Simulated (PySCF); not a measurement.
Where the electron goes

C₆H₉FO.
Structure used (GFN2-xTB), in Å, numbered top down from 1:
```xyz
17
C6H9FO angstrom
C      1.9879   -0.8654    0.1675
C      1.3262    0.4506   -0.0065
C      0.0487    0.6650   -0.3517
C     -0.9772   -0.4056   -0.6111
C     -1.6475   -0.8437    0.6924
C     -0.4687    2.0262   -0.4636
O     -1.5563    2.3914   -0.7637
F      0.4760    2.9821   -0.1715
H      2.3268   -0.9642    1.1992
H      1.3329   -1.6979   -0.0677
H      2.8745   -0.9141   -0.4650
H      1.9675    1.3048    0.1702
H     -1.7370   -0.0016   -1.2818
H     -0.5129   -1.2640   -1.0977
H     -0.9126   -1.2396    1.3898
H     -2.3881   -1.6138    0.4921
H     -2.1471    0.0016    1.1593
```

Computed, not measured: PySCF 2.14.0, density-fitted response routines, TDDFT PBE0/def2-SVPD, vertical, gas phase, core orbitals frozen in the response.

Kohn–Sham orbitals with the atoms that hold most of them (Löwdin shares over 4%, at most four atoms; ? is withheld):

| orbital | ε (eV) | atoms |
| --- | --- | --- |
| HOMO-3 | -10.00 | C4 18%, C5 18%, C3 13%, C2 10% |
| HOMO-2 | -9.94 | C4 24%, C5 22%, H14 11%, H17 10% |
| HOMO-1 | -8.87 | ? |
| HOMO | -7.96 | C3 31%, C2 28%, O7 7%, C1 6% |
| LUMO | ? | ? |
| LUMO+1 | 0.43 | C1 20%, C2 11%, C5 9%, H9 8% |
| LUMO+2 | 1.16 | C6 16%, F8 12%, H12 11%, C2 10% |

(1) Give the leading atoms of the HOMO-1.

(2) Give the leading atoms of the LUMO.

(3) What is the LUMO energy, and the HOMO–LUMO gap?

## Answers

(1) O7 (bonded to C) 64%; F8 (bonded to C) 12%; C6 (bonded to C, F and O) 9%; C3 (bonded to 3 C) 6%. By element: oxygen 64%, carbon 15% or more, fluorine 12%.

(2) C2 (bonded to 2 C and H) 27%; C6 (bonded to C, F and O) 20%; O7 (bonded to C) 19%; C3 (bonded to 3 C) 15%. By element: carbon 62% or more, oxygen 19%.

(3) ε(LUMO) = -1.71 eV; the gap is 6.25 eV (0.2297 hartree).

Task: How does S1 compare with the orbital gap of 6.25 eV?

Result: S1 is at 5.24 eV (f = 0.0002), 1.01 eV below the gap, made of HOMO-1→LUMO (96%). Its leading pair isn't HOMO and LUMO; the energies of that pair differ by 7.16 eV. 

Task: Give energy, strength and leading configuration of S1, S2, S4 and S5, and follow the Löwdin shares of the leading atoms from the occupied to the empty orbital.

Result: 
- S1 (5.24 eV, f 0.0002), HOMO-1→LUMO (96%): O7 64% → 19%, F8 12% → at most 16%, C2 at most 6% → 27%, C6 9% → 20%
- S2 (5.85 eV, f 0.388), HOMO→LUMO (96%): C3 31% → 15%, C2 28% → 27%, C6 at most 7% → 20%
- S4 (6.97 eV, f 0.0022), HOMO-2→LUMO (82%): C4 24% → at most 16%, C5 22% → at most 16%, C2 at most 11% → 27%, C6 at most 11% → 20%
- S5 (7.26 eV, f 0.0057), HOMO→LUMO+1 (98%): C3 31% → at most 8%, C2 28% → 11%, C1 6% → 20%

On one thread, Intel Xeon Platinum 8375C at 2.90 GHz (x86_64), on a shared host, this took 41 s and 1.0 GiB of memory at its peak.

One conformer stands for the species.
